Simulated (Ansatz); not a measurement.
Geometry optimisation, RKS PBE/def2-mTZVP in Ansatz 0.2.0.

Input:

```yaml
crystal:
  periodic: [false, false, false]
  atoms:
    - { symbol: F, position_ang: [-1.2527, 0.5536, 1.1829] }
    - { symbol: C, position_ang: [-0.26, 0.3755, 0.2934] }
    - { symbol: S, position_ang: [1.2822, 1.2097, 0.6814] }
    - { symbol: "N", position_ang: [-0.5968, 0.5495, -1.111] }
    - { symbol: Al, position_ang: [-0.1834, -1.29, -0.6473] }
    - { symbol: H, position_ang: [1.4725, 0.478, 1.877] }
    - { symbol: H, position_ang: [0.155, 0.8839, -1.6832] }
    - { symbol: H, position_ang: [-0.5245, -2.8172, -0.649] }
basis:
  gaussian: { orbitals: def2-mTZVP }
hamiltonian:
  xc: pbe
relax:
  f_tol: 0.02
  max_steps: 50
output:
  orbitals: {}
```

Launched with:

```bash
$ ansatz run input.yaml --threads 2 --pin off --max-ram 3072MiB --backend cpu --events-out ev --progress --plain --runs-dir out
```

Question: Where does it end, and by what steps?

Answer: The run converged. After 13 steps the energy has fallen by 1.180 eV; H6 moved furthest, 0.62 Å.

```tsv
step	energy less start (eV)	largest force component (eV/Å)	accepted
0	0.0000	2.147	yes
1	-0.5861	1.553	yes
2	-0.8588	1.838	yes
3	-0.9814	1.308	yes
4	-1.0859	1.107	yes
5	-1.1357	0.566	yes
6	-1.1627	0.566	yes
7	-1.1657	0.202	yes
8	-1.1689	0.568	yes
9	-1.1789	0.062	yes
10	-1.1802	0.037	yes
11	-1.1783	0.102	no
12	-1.1802	0.051	no
13	-1.1803	0.016	yes
```

```xyz
8
Properties=species:S:1:pos:R:3
F -1.092 0.852 1.089
C -0.067 0.221 0.333
S 1.528 1.019 0.782
N -0.313 0.203 -1.080
Al -0.372 -1.491 -0.560
H 1.317 1.021 2.130
H -0.305 1.073 -1.623
H -0.605 -2.955 -1.127
```

Whether the end is a true minimum wasn't checked by a vibrational analysis.

Time of the run: 12 s on 2 threads of AMD EPYC 9R45 96-Core Processor (Zen 5), with other jobs on the host, peak memory 0.2 GiB.
